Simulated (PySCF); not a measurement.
Job file and geometry (Å, from GFN2-xTB) of a spin–spin coupling run on SMILES CC[CH2][GeH2][F], C3H9FGe, PySCF, B3LYP/pcJ-1 Ge:pcSseg-1 indirect spin-spin coupling, non-relativistic, gas phase; density fitting, a coarse starting grid and PySCF grid level 2 are the driver's defaults:

```
$ OMP_NUM_THREADS=1 python probes_run.py task.json out

{"job": {"kind": "j", "xc": "B3LYP", "basis": "pcJ-1"}, "charge": 0, "multiplicity": 1}
C     -1.568092     0.527222    -0.470165
C     -0.934637    -0.494517     0.462723
C      0.434161    -0.041370     0.961410
Ge     1.823979     0.046939    -0.452282
F      1.792707    -1.532232    -1.217793
H     -0.944582     0.663856    -1.353916
H     -2.550958     0.192879    -0.793566
H     -1.675160     1.488473     0.029410
H     -0.829210    -1.446504    -0.063132
H     -1.589382    -0.659450     1.322906
H      0.803381    -0.747477     1.710226
H      0.351586     0.931214     1.448404
H      1.637109     0.949626    -1.645775
H      3.248421     0.120869     0.039384
```

**Question.** What does the program print?

**Answer.** 
```
coarse grid: 50504 points
cycle   1  E = -2296.3163509635  dE = -4.961e-01  |g| = 1.173e+00  |ddm| = 2.915e+00
cycle   2  E = -2296.0579581646  dE =  2.584e-01  |g| = 1.729e+00  |ddm| = 1.683e+00
cycle   3  E = -2296.4567312539  dE = -3.988e-01  |g| = 2.766e-01  |ddm| = 1.210e+00
cycle   4  E = -2296.4666906490  dE = -9.959e-03  |g| = 8.160e-02  |ddm| = 1.884e-01
cycle   5  E = -2296.4675540612  dE = -8.634e-04  |g| = 1.537e-02  |ddm| = 5.981e-02
cycle   6  E = -2296.4676116324  dE = -5.757e-05  |g| = 5.089e-03  |ddm| = 1.670e-02
cycle   7  E = -2296.4676169862  dE = -5.354e-06  |g| = 6.215e-04  |ddm| = 4.063e-03
final grid: 106616 points
cycle   8  E = -2296.4675604290  dE = -4.004e-08  |g| = 7.577e-04  |ddm| = 1.823e-03
cycle   9  E = -2296.4675603333  dE =  9.569e-08  |g| = 1.088e-03  |ddm| = 1.253e-03
cycle  10  E = -2296.4675605373  dE = -2.041e-07  |g| = 1.159e-04  |ddm| = 6.950e-04
cycle  11  E = -2296.4675605396  dE = -2.290e-09  |g| = 2.142e-05  |ddm| = 8.766e-05
cycle  12  E = -2296.4675605397  dE = -7.594e-11  |g| = 2.798e-06  |ddm| = 1.648e-05
converged SCF energy = -2296.4675605397

Indirect spin-spin couplings (Hz)
  i      j    bonds     total        FC       PSO       DSO        SD
  0 C    1 C    1     33.743    33.772    -0.230     0.201         -
  0 C    2 C    2     -0.342    -0.153    -0.238     0.049         -
  0 C    5 H    1    130.560   128.584     1.192     0.785         -
  0 C    6 H    1    132.744   130.888     1.203     0.653         -
  0 C    7 H    1    132.097   130.178     1.212     0.707         -
  0 C    8 H    2     -3.497    -3.586     0.187    -0.098         -
  0 C    9 H    2     -3.163    -3.201     0.200    -0.162         -
  0 C   10 H    3     11.570    11.565     0.387    -0.382         -
  0 C   11 H    3      3.379     3.278    -0.017     0.118         -
  0 C   12 H    4      0.677     0.588    -0.093     0.182         -
  0 C   13 H    4      0.542     0.974     0.208    -0.640         -
  1 C    2 C    1     33.240    33.375    -0.410     0.275         -
  1 C    4 F    3     -0.039     0.257    -0.293     0.054    -0.056
  1 C    5 H    2     -3.926    -4.085     0.191    -0.032         -
  1 C    6 H    2     -2.795    -2.875     0.215    -0.136         -
  1 C    7 H    2     -4.045    -4.160     0.223    -0.107         -
  1 C    8 H    1    135.811   134.028     0.785     0.998         -
  1 C    9 H    1    136.141   134.337     0.894     0.910         -
  1 C   10 H    2     -3.155    -3.343     0.159     0.029         -
  1 C   11 H    2     -4.145    -4.367     0.207     0.014         -
  1 C   12 H    3     -0.836    -0.679     0.071    -0.228         -
  1 C   13 H    3      3.779     4.279     0.241    -0.741         -
  2 C    4 F    2      8.350     5.638     0.436    -0.273     2.548
  2 C    5 H    3      3.374     3.254    -0.057     0.178         -
  2 C    6 H    3     14.247    14.195     0.380    -0.328         -
  2 C    7 H    3      3.769     3.621    -0.032     0.180         -
  2 C    8 H    2     -3.605    -3.828     0.098     0.125         -
  2 C    9 H    2     -1.937    -2.142     0.169     0.036         -
  2 C   10 H    1    135.631   133.271     1.153     1.206         -
  2 C   11 H    1    135.142   132.746     1.189     1.207         -
  2 C   12 H    2     12.229    12.997     0.065    -0.832         -
  2 C   13 H    2     15.407    16.105     0.009    -0.707         -
  4 F    5 H    5      0.394     0.015     0.175     0.317    -0.113
  4 F    7 H    5     -0.331     0.022     0.978    -1.214    -0.116
  4 F    8 H    4      1.179     0.350    -0.744     1.689    -0.115
  4 F    9 H    4     -0.276    -0.150     0.842    -0.926    -0.042
  4 F   10 H    3     -1.011    -1.667     1.197    -0.405    -0.136
  4 F   11 H    3     12.285    14.680     0.434    -2.818    -0.010
  4 F   12 H    2     40.699    42.150     1.600    -1.996    -1.054
  4 F   13 H    2     37.121    38.694     1.615    -2.139    -1.049
  5 H    6 H    2    -13.680   -14.064     2.717    -2.333         -
  5 H    7 H    2    -12.232   -12.695     2.646    -2.182         -
  5 H    8 H    3      4.899     4.596     0.203     0.100         -
  5 H    9 H    3     15.751    15.622     2.746    -2.617         -
  5 H   10 H    4     -0.315    -0.265     1.529    -1.579         -
  5 H   12 H    5      1.657     0.359    -1.763     3.062         -
  5 H   13 H    5     -2.427    -0.108     0.674    -2.994         -
  6 H    7 H    2    -13.143   -13.396     2.835    -2.582         -
  6 H    8 H    3      3.786     3.668     0.366    -0.248         -
  6 H    9 H    3      3.799     3.783     0.391    -0.375         -
  6 H   10 H    4      2.800     2.717     1.652    -1.569         -
  6 H   12 H    5      0.271     0.095     0.609    -0.433         -
  6 H   13 H    5     -1.277    -0.156     1.031    -2.153         -
  7 H    8 H    3     15.726    15.600     2.747    -2.620         -
  7 H    9 H    3      4.286     4.229     0.495    -0.438         -
  7 H   12 H    5      0.200    -0.105    -0.052     0.357         -
  7 H   13 H    5     -1.244    -0.013     0.685    -1.916         -
  8 H    9 H    2    -13.310   -13.752     2.338    -1.895         -
  8 H   10 H    3      3.051     2.635     0.310     0.106         -
  8 H   11 H    3     15.469    15.223     2.670    -2.425         -
  8 H   12 H    4     -0.596     0.175     0.330    -1.100         -
  8 H   13 H    4     -1.760     0.116     0.891    -2.768         -
  9 H   10 H    3      5.318     5.000     0.058     0.260         -
  9 H   11 H    3      4.345     4.070     0.430    -0.155         -
  9 H   12 H    4      1.082     1.671     1.184    -1.772         -
  9 H   13 H    4      2.027     3.039     1.088    -2.100         -
 10 H   11 H    2    -14.174   -15.299     2.422    -1.297         -
 10 H   12 H    3      6.596     9.408     1.614    -4.425         -
 10 H   13 H    3     -0.560    -0.027     0.008    -0.541         -
 11 H   12 H    3     -2.854    -1.728     0.443    -1.569         -
 11 H   13 H    3     -2.658    -1.607     0.465    -1.516         -
 12 H   13 H    2     27.452    31.052     1.074    -4.674         -
```

Size and cost of the density-fitted run: 239 basis functions, 93 s wall time on 1 thread of an Arm Neoverse N1, shared host; peak memory 1 GiB.
